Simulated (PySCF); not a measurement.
C3H3N2, multiplicity 2. Atoms are numbered in the order given.

```xyz
8

C      0.0000     0.0000    -1.1451
C      0.0000     1.1190    -0.2896
N      0.0000     0.6167     0.9684
N      0.0000    -0.6167     0.9684
C      0.0000    -1.1190    -0.2896
H      0.0000     0.0000    -2.2349
H      0.0000     2.1883    -0.4881
H      0.0000    -2.1883    -0.4881
```
Charge 0, spin multiplicity 2.

Geometry optimised at ωB97X-D3(BJ)/def2-SVP. The isomer is the one that the SMILES or the coordinates give; other isomers of the formula were not compared.

The numbers are results of r2SCAN/def2-TZVP run with PySCF, not measurements.

ESP charges are fitted to the potential on shells at 1.4 to 2.0 van der Waals radii. Atomic charges (e):

```json
[
 {"atom": "C1", "Mulliken": "-0.13", "Löwdin": "-0.20", "ESP fit": "-0.33", "meta-Löwdin": "-0.19", "Mulliken spin": "0.06"},
 {"atom": "C2", "Mulliken": "-0.08", "Löwdin": "-0.25", "ESP fit": "-0.03", "meta-Löwdin": "-0.09", "Mulliken spin": "0.06"},
 {"atom": "N3", "Mulliken": "-0.06", "Löwdin": "0.14", "ESP fit": "-0.06", "meta-Löwdin": "-0.02", "Mulliken spin": "0.42"},
 {"atom": "N4", "Mulliken": "-0.06", "Löwdin": "0.14", "ESP fit": "-0.06", "meta-Löwdin": "-0.02", "Mulliken spin": "0.42"},
 {"atom": "C5", "Mulliken": "-0.08", "Löwdin": "-0.25", "ESP fit": "-0.03", "meta-Löwdin": "-0.09", "Mulliken spin": "0.06"},
 {"atom": "H6", "Mulliken": "0.13", "Löwdin": "0.14", "ESP fit": "0.20", "meta-Löwdin": "0.14", "Mulliken spin": "-0.01"},
 {"atom": "H7", "Mulliken": "0.14", "Löwdin": "0.14", "ESP fit": "0.15", "meta-Löwdin": "0.15", "Mulliken spin": "0.00"},
 {"atom": "H8", "Mulliken": "0.14", "Löwdin": "0.14", "ESP fit": "0.15", "meta-Löwdin": "0.15", "Mulliken spin": "0.00"}
]
```

Computed Mayer and Wiberg (Löwdin basis) orders of the bonds:
```
bond   Mayer  Wiberg
-----  -----  ------
C1–C2   1.43    1.60
C2–N3   1.33    1.65
N3–N4   1.58    2.08
C1–C5   1.43    1.60
N4–C5   1.33    1.65
C1–H6   0.96    0.86
C2–H7   0.96    0.88
C5–H8   0.96    0.88
```
